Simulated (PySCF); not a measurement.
C₂H₉AlO₄Si, charge +1, doublet (typed; the unrestricted solution is spin-contaminated), at a GFN2-xTB geometry of the parent state (such geometries of metal compounds can be far from the true shape) (a state made from the parent by changing its charge; the spin is typed, not shown lowest); DF-HF/6-31G** run with PySCF.

Here is a job for PySCF.
```python
from pyscf import gto, scf

mol = gto.M(
    atom='''
Al    0.296136    1.340722    1.486926
C     0.990044    2.790757    0.125178
H     2.023913    2.593974   -0.194745
H     1.008218    3.788669    0.583173
H     0.407499    2.900140   -0.801948
C    -1.742887    1.795751    1.739774
H    -2.326239    1.957755    0.821188
H    -1.856552    2.715692    2.328855
H    -2.279921    1.017353    2.300599
O     0.301482   -0.160253    0.518689
Si    0.091830   -1.178094   -0.681615
O     0.893751   -2.602113   -0.510280
O     0.653665   -0.586051   -2.106040
O    -1.492111   -1.610323   -0.849439
H     0.578296   -3.138141    0.210214
H     1.058737    0.269841   -1.992354
H    -2.086565   -0.890475   -0.655571
''',
    basis='6-31g**',
    charge=1,
    spin=1,
    verbose=4,
)

mf = scf.UHF(mol)
mf = mf.density_fit(auxbasis='def2-universal-jkfit')
mf.kernel()
mf.analyze()
```

Problem. What does PySCF print? Leave out banner, timings and long lists.

Solution. 
```
PySCF version 2.14.0

[INPUT] verbose = 4
[INPUT] num. atoms = 17
[INPUT] num. electrons = 79
[INPUT] charge = 1
[INPUT] spin (= nelec alpha-beta = 2S) = 1
[INPUT] symmetry False subgroup None
[INPUT] Mole.unit = angstrom
[INPUT] Symbol           X                Y                Z      unit          X                Y                Z       unit  Magmom
[...]
nuclear repulsion = 554.495152418022
number of shells = 79
number of NR pGTOs = 327
number of NR cGTOs = 165
basis = 6-31g**
ecp = {}

******** <class 'pyscf.df.df_jk.DFUHF'> ********
method = DFUHF
initial guess = minao
damping factor = 0
level_shift factor = 0
DIIS = <class 'pyscf.scf.diis.CDIIS'>
diis_start_cycle = 1
diis_space = 8
diis_damp = 0
SCF conv_tol = 1e-09
SCF conv_tol_grad = None
SCF max_cycles = 50
direct_scf = False
number electrons alpha = 40  beta = 39
Set gradient conv threshold to 3.16228e-05
******** <class 'pyscf.df.df.DF'> ********
auxbasis = def2-universal-jkfit
init E= -911.960781044525

cycle= 1 E= -910.905674770527  delta_E= 1.06  |g|= 0.706  |ddm|= 2.47
cycle= 2 E= -911.086680857765  delta_E= -0.181  |g|= 0.392  |ddm|= 0.793
cycle= 3 E= -911.147634822628  delta_E= -0.061  |g|= 0.0675  |ddm|= 0.272
cycle= 4 E= -911.15231265826  delta_E= -0.00468  |g|= 0.0303  |ddm|= 0.0956
cycle= 5 E= -911.153709550665  delta_E= -0.0014  |g|= 0.018  |ddm|= 0.0466
cycle= 6 E= -911.154683341314  delta_E= -0.000974  |g|= 0.0107  |ddm|= 0.0484
cycle= 7 E= -911.155255351127  delta_E= -0.000572  |g|= 0.00446  |ddm|= 0.0541
cycle= 8 E= -911.155346838926  delta_E= -9.15e-05  |g|= 0.00175  |ddm|= 0.023
cycle= 9 E= -911.155358151862  delta_E= -1.13e-05  |g|= 0.000768  |ddm|= 0.00695
cycle= 10 E= -911.155360274529  delta_E= -2.12e-06  |g|= 0.00033  |ddm|= 0.00293
cycle= 11 E= -911.155360640474  delta_E= -3.66e-07  |g|= 0.00016  |ddm|= 0.00115
cycle= 12 E= -911.155360694536  delta_E= -5.41e-08  |g|= 8.75e-05  |ddm|= 0.000302
cycle= 13 E= -911.155360715075  delta_E= -2.05e-08  |g|= 4.48e-05  |ddm|= 0.00021
cycle= 14 E= -911.15536072053  delta_E= -5.45e-09  |g|= 1.96e-05  |ddm|= 0.000123
cycle= 15 E= -911.155360721353  delta_E= -8.23e-10  |g|= 9.83e-06  |ddm|= 4.34e-05
Extra cycle  E= -911.155360721565  delta_E= -2.13e-10  |g|= 7.41e-06  |ddm|= 1.74e-05
converged SCF energy = -911.155360721565  <S^2> = 0.93457469  2S+1 = 2.1767634
**** SCF Summaries ****
Total Energy =                        -911.155360721565444
Nuclear Repulsion Energy =             554.495152418022485
[...]
spin_pop of  14 H 2py       0.00000
spin_pop of  14 H 2pz      -0.00000
spin_pop of  15 H 1s        0.00007
spin_pop of  15 H 2s        0.00001
spin_pop of  15 H 2px       0.00000
spin_pop of  15 H 2py       0.00000
spin_pop of  15 H 2pz       0.00000
spin_pop of  16 H 1s        0.00002
spin_pop of  16 H 2s        0.00000
spin_pop of  16 H 2px       0.00000
spin_pop of  16 H 2py      -0.00000
spin_pop of  16 H 2pz      -0.00000
 ** Mulliken Spin Density (per atom)  **
spin density of  0 Al =     -0.22295
spin density of  1 C =      0.63736
spin density of  2 H =     -0.00111
spin density of  3 H =     -0.01781
spin density of  4 H =     -0.01747
spin density of  5 C =      0.62368
spin density of  6 H =     -0.01724
spin density of  7 H =     -0.01771
spin density of  8 H =     -0.00106
spin density of  9 O =      0.03908
spin density of  10 Si =     -0.00472
spin density of  11 O =     -0.00032
spin density of  12 O =      0.00003
spin density of  13 O =      0.00011
spin density of  14 H =      0.00001
spin density of  15 H =      0.00008
spin density of  16 H =      0.00002
 ** Mulliken pop alpha/beta on meta-lowdin orthogonal AOs **
 ** Mulliken pop       alpha | beta **
In total            40.00000 | 39.00000
 ** Mulliken atomic charges   ( Nelec_alpha | Nelec_beta ) **
charge of  0Al =      1.14683  (     5.81511      6.03806 )
charge of  1C =     -0.35632  (     3.49684      2.85948 )
charge of  2H =      0.17351  (     0.41269      0.41380 )
charge of  3H =      0.16161  (     0.41029      0.42810 )
charge of  4H =      0.17396  (     0.40428      0.42175 )
charge of  5C =     -0.35964  (     3.49166      2.86798 )
charge of  6H =      0.17241  (     0.40517      0.42241 )
charge of  7H =      0.15953  (     0.41138      0.42909 )
charge of  8H =      0.17484  (     0.41205      0.41311 )
charge of  9O =     -0.90199  (     4.47054      4.43145 )
charge of  10Si =      1.73991  (     6.12769      6.13240 )
charge of  11O =     -0.76910  (     4.38439      4.38471 )
charge of  12O =     -0.75975  (     4.37989      4.37986 )
charge of  13O =     -0.76638  (     4.38324      4.38314 )
charge of  14H =      0.34855  (     0.32573      0.32572 )
charge of  15H =      0.33026  (     0.33491      0.33483 )
charge of  16H =      0.33175  (     0.33413      0.33411 )

WARN: System has nonzero charge 1; the dipole moment is origin-dependent.
Location of origin: [0. 0. 0.]

Dipole moment(X, Y, Z, Debye): -0.44689, 13.07766, 10.42609
```
